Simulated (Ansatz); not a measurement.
`O=C=NB(F)Cl` + H–F → `O=C=NB(F)F` + HCl at 700 K and 1 bar (ligand exchange at a B–Cl bond).

Gas-phase electronic energies from Ansatz, PBE0-D4/def2-TZVP geometries. CBS: MP2 limit from def2 TZ/QZ plus the TZ coupled-cluster correction, frozen cores. This one scheme is used for every species. Each species was taken in one conformer, which may not be the lowest.

```json
{"species": "`O=C=NB(F)Cl`", "CCSD(T)/CBS energy (Eh)": "-752.42964", "H − E (kJ/mol)": "115.6", "S (J/(mol·K))": "414.4"}
{"species": "H–F", "CCSD(T)/CBS energy (Eh)": "-100.39570", "H − E (kJ/mol)": "45.2", "S (J/(mol·K))": "198.5"}
{"species": "`O=C=NB(F)F`", "CCSD(T)/CBS energy (Eh)": "-392.46591", "H − E (kJ/mol)": "117.8", "S (J/(mol·K))": "400.5"}
{"species": "HCl", "CCSD(T)/CBS energy (Eh)": "-460.38127", "H − E (kJ/mol)": "38.4", "S (J/(mol·K))": "211.8"}
```

H − E and S are ideal-gas, rigid-rotor, harmonic terms from PBE0-D4/def2-TZVP, for one conformer and one mirror image of each species. 1 Eh = 2625.50 kJ/mol, R = 8.31446 J/(mol·K).

Question: By hand: ΔE, ΔH, ΔS and ΔG.

Answer: ΔE = (-392.46591) + (-460.38127) − (-752.42964) − (-100.39570) = -0.02184 Eh = -57.3 kJ/mol. Δ(H − E) = 117.8 + 38.4 − 115.6 − 45.2 = -4.6, so ΔH = -61.9 kJ/mol. ΔS = 400.5 + 211.8 − 414.4 − 198.5 = -0.6 J/(mol·K). ΔG = -61.9 − 700 × (-0.6)/1000 = -61.5 kJ/mol.

Question: By hand: the equilibrium constant, and the temperature at which ΔG would vanish if ΔH and ΔS stayed fixed.

Answer: log₁₀ K = −ΔG/(RT ln 10) = 4.6. ΔG = 0 at ΔH/ΔS = 103167 K, far beyond where these terms or the molecules hold.

The number of gas molecules stays the same, so ΔS is small and ΔH decides. A doubt of 5 kJ/mol in ΔE shifts log₁₀ K by 0.4 here. Other conformers and mirror images would add mixing entropy, several J/(mol·K) or more a flexible species. These are equilibria of isolated gas molecules and say nothing of rates. Largest T1 diagnostic: 0.016 (customary marks: 0.02 for closed shells, 0.045 for open ones).
